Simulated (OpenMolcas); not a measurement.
**Levels of Se+ by method**

```
Program             : OpenMolcas 26.06
Basis               : ANO-RCC-VDZP [5s4p2d]
Scalar Hamiltonian  : DKH2, point nucleus
Active space        : 3 electrons in 3 orbitals (4p)
State averaging     : 2S+1 = 4 odd, 1 root; 2S+1 = 2 odd, 8 roots
Spin-orbit coupling : RASSI with atomic mean-field integrals over the reference wave functions, term energies averaged over their components
```

Methods on the same reference wave functions:
A. CASSCF
B. SS-CASPT2, IPEA 0.25 Eh, imaginary shift 0.1 Eh (closed shells correlated: 3d 4s)

Energies in cm⁻¹ above 4s² 4p³ ⁴S°_3/2, the measured ground level; measured values from NIST Handbook of Basic Atomic Spectroscopic Data.

```
          Level      A      B  Measured
4s² 4p³ ⁴S°_3/2    0.0    0.0       0.0
4s² 4p³ ²D°_3/2  17438  16000     13168
4s² 4p³ ²D°_5/2  17843  16470     13784
4s² 4p³ ²P°_1/2  29510  26420     23038
4s² 4p³ ²P°_3/2  30056  27040     23895
```

Deviations, from unrounded energies. A percentage is the sum of absolute deviations over the sum of measured energies, with the sign that they share, or ± where signs differ.

```tsv
Against measurement	Levels	A	B
mean absolute deviation (cm-1)	4	5200	3000
other terms of the ground configuration (%)	4	+28.4	+16.3
```

B lies closest to measurement on these levels. The largest miss of B in the table is 4s² 4p³ ²P°_1/2, by +3400 cm-1. The ranking rests on the paired levels alone, and a cruder setting can come out closer through cancelling errors.

From A to B the spin-free energies of the other terms of 4s² 4p³ shown, above ⁴S°, scale by factors of 0.89 to 0.92.

The lowest spin-free term lies below A's lowest term by 0.068 hartree in B.

CASPT2 breaks the degeneracy within a term, and the mean is taken; among the terms shown or strongly mixed into the levels shown the widest spread is 140 cm-1 (4s² 4p³ ²D°, B). With the s shell closed, the reference lacks s² → p² mixing. Without dynamic correlation excited terms often stand tens of per cent too high (terms of higher spin than the ground term too low), and those without a measured partner can miss by more than the paired ones (holds for A). Some terms miss by over 15 % even with CASPT2, which points to a basis or an active space too small for the shells correlated (holds for B). Computed and measured levels are paired by configuration, term and J; levels that our copy of the source lacks, or whose pairing is in doubt (as where it misses far off the trend of its configuration), stay unpaired and out of the deviations. Only configurations of the active space appear.

° marks odd parity.
